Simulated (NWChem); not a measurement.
# ethylene carbonate (C3H4O3); SMILES O=C1OCCO1

```xyz
10

O      0.0000     0.0000    -2.0458
C      0.0000     0.0000    -0.8510
O      0.0869    -1.1150    -0.0711
C     -0.1249    -0.7573     1.3003
C      0.1249     0.7573     1.3003
O     -0.0869     1.1150    -0.0711
H      0.5743    -1.3191     1.9228
H     -1.1526    -1.0148     1.5800
H     -0.5743     1.3191     1.9228
H      1.1526     1.0148     1.5800
```
Atoms are numbered in this order, from 1.

Program: NWChem. Medium grid unless said otherwise, to which SCAN and Minnesota functionals are sensitive. Structure relaxed at the B3LYP/6-31G* (spherical d) level.

For level LDA (Slater exchange, VWN5)/def2-SVP:

| Item | Value |
|---|---|
| highest occupied level (eV) | -6.87 |
| orbital gap (eV) | 6.53 |
| dipole (D) | 5.22 |

### Question
What are these values for level M05-2X/def2-SVP?

### Answer
The highest occupied level (eV) comes out as -10.24. The orbital gap (eV) is 12.50. The dipole (D) comes out as 5.64.
